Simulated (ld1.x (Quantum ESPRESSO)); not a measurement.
## An all-electron radial function and its pseudo partner (copper (Cu))

Columns: radius, all-electron u(r) and pseudo u(r) of the 4p shell (level -1.27 eV) of copper in the configuration [Ar] 3d10 4s0.5 4p0.5; PBE, scalar-relativistic, PAW scheme, ld1.x (Quantum ESPRESSO) 7.5.

| r (bohr) | all-electron | pseudo |
| --- | --- | --- |
| 0.173 | 0.0651 | 0.0047 |
| 0.345 | -0.0743 | 0.0185 |
| 0.518 | -0.1393 | 0.0408 |
| 0.690 | -0.1149 | 0.0702 |
| 0.862 | -0.0493 | 0.1051 |
| 1.035 | 0.0276 | 0.1441 |
| 1.208 | 0.1019 | 0.1852 |
| 1.380 | 0.1682 | 0.2262 |
| 1.553 | 0.2260 | 0.2660 |
| 1.725 | 0.2749 | 0.3028 |
| 1.898 | 0.3161 | 0.3359 |
| 2.070 | 0.3499 | 0.3643 |
| 2.242 | 0.3775 | 0.3880 |
| 2.415 | 0.3997 | 0.4072 |
| 2.588 | 0.4171 | 0.4221 |
| 2.760 | 0.4302 | 0.4332 |
| 2.932 | 0.4397 | 0.4411 |
| 3.105 | 0.4460 | 0.4465 |
| 3.278 | 0.4496 | 0.4497 |
| 3.450 | 0.4509 | 0.4509 |
| 3.623 | 0.4501 | 0.4501 |
| 3.795 | 0.4476 | 0.4476 |
| 3.968 | 0.4436 | 0.4436 |
| 4.140 | 0.4383 | 0.4383 |
| 4.312 | 0.4320 | 0.4320 |
| 4.485 | 0.4247 | 0.4247 |

How many radial nodes do the two functions have?

The all-electron 4p function has n − l − 1 = 2; the pseudo-wave has 0, since the states of the same l below it are removed with the core.

At about which radius was the pseudo-wave matched?

3.45 bohr, where the columns begin to agree (steps of 0.17 bohr).

Where does each function peak?

Outermost all-electron maximum near 3.45 bohr, pseudo maximum near 3.45 bohr (to the table’s step).

Is the pseudo-wave norm-conserving?

No, it belongs to a PAW set: the norm inside the radius is not constrained, and the difference is carried by the augmentation charge.
